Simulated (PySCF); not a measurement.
The same groups moved round the core (furan mercapto+boryl). Gas-phase values, no solvent. One relaxed conformer stands for each flexible species; it need not be the lowest. Strings in code marks are SMILES. All members: neutral, multiplicity 1. Level: ωB97X-D3(BJ)/def2-TZVP // PBE0-D3(BJ)/def2-SVP (PySCF). Delta-SCF ions had no search for a lower state.  The removal energy is E(N − 1 electrons) − E(N electrons) at the parent's geometry; ε(HOMO) is measured against the vacuum level.

```tsv
species	−ε(HOMO) (eV)	vertical ionisation energy (Delta-SCF) (eV)
`Bc1ccoc1S` (H–B–C–C torsion 0°, O–C–S–H torsion 180°)	8.60	withheld
`Bc1ccc(S)o1` (H–B–C–O torsion 180°, O–C–S–H torsion 0°)	8.65	8.44
`Bc1cocc1S` (H–B–C–C torsion 0°, C–C–S–H torsion 0°)	8.68	8.50
`Bc1occc1S` (H–B–C–O torsion 0°, C–C–S–H torsion 0°)	8.91	8.72
`Bc1coc(S)c1` (H–B–C–C torsion 0°, O–C–S–H torsion 71°)	9.20	8.95
`Bc1cc(S)co1` (H–B–C–O torsion 0°, C–C–S–H torsion 73°)	9.39	9.17
```

Task: Fit vertical ionisation energy (Delta-SCF) = a + b·x to the 5 complete rows by least squares, with x = −ε(HOMO) in eV. Give a, b and the rms residual, and predict the withheld value.

Result: Means of the 5 rows: x̄ = 8.966, ȳ = 8.756 eV. Σ(x − x̄)² = 0.41932 and Σ(x − x̄)(y − ȳ) = 0.39602, so b = 0.944 and a = ȳ − b·x̄ = 0.292 eV. The rms residual is 0.018 eV. At x = 8.6 the line gives 8.41 eV, outside the range of the fitted rows. The run for `Bc1ccoc1S` (H–B–C–C torsion 0°, O–C–S–H torsion 180°) gave 8.42 eV, so the line is off by 0.01 eV, within twice the rms residual.

Codes: PySCF.
